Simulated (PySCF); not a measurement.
## Spinor energies of Ag²⁸⁺ (silver, charge +28)

Start: [Ar] 3d1; 3d5/2 filled at m_j = +5/2. Calculated with PySCF 2.14 in an even-tempered Gaussian basis (16 s from 4.3 bohr⁻², ratio 2.8; 12 p from 5.6 bohr⁻², ratio 2.8; 8 d from 5.6 bohr⁻², ratio 2.8; 3 f from 17 bohr⁻², ratio 3): generalised Hartree-Fock with the X2C-1e Hamiltonian and a Gaussian nucleus; one run each with spin-orbit coupling (SO) screened by Boettger's factors, then bare. This is a chosen level, not necessarily the ground level.

| spinor shell | electrons | ε, screened SO (eV) | ε, bare SO (eV) | weight of nominal j (bare SO) | rms radius, bare SO (bohr) |
| --- | --- | --- | --- | --- | --- |
| 1s1/2 | 2 | -26963.8 | -26963.7 | 1.000 | 0.0357 |
| 2s1/2 | 2 | -5152.2 | -5152.2 | 1.000 | 0.145 |
| 2p1/2 | 2 | -4876.0 | -4881.9 | 1.000 | 0.125 |
| 2p3/2 | 4 | -4698.3 | -4695.8 | 1.000 | 0.130 |
| 3s1/2 | 2 | -1826.8 | -1826.8 | 1.000 | 0.361 |
| 3p1/2 | 2 | -1714.9 | -1716.2 | 0.995 | 0.351 |
| 3d5/2 | 1 | -1528.5 | -1527.6 | 1.000 | 0.319 |

(1) Where does 3p3/2 lie, and what is the 3p spin-orbit splitting (bare SO)?

```
   quantity  screened SO      bare SO
E (hartree)  -4781.81845  -4781.87803
        M_J          5/2          5/2
       ⟨J²⟩        8.752        8.752
       ⟨L²⟩        6.009        6.010
       ⟨S²⟩        0.758        0.759
```

Each row is a mean over spinors that exchange with the open shell spreads, by up to 16.639 eV (3p3/2).

Breit and QED terms are absent; they matter most for the inner s and p1/2 levels.

Densities and radii are taken from the X2C orbitals without a picture-change correction, which distorts them close to the nucleus.

Answers

(1) At -1676.5 eV, 39.707 eV above 3p1/2.
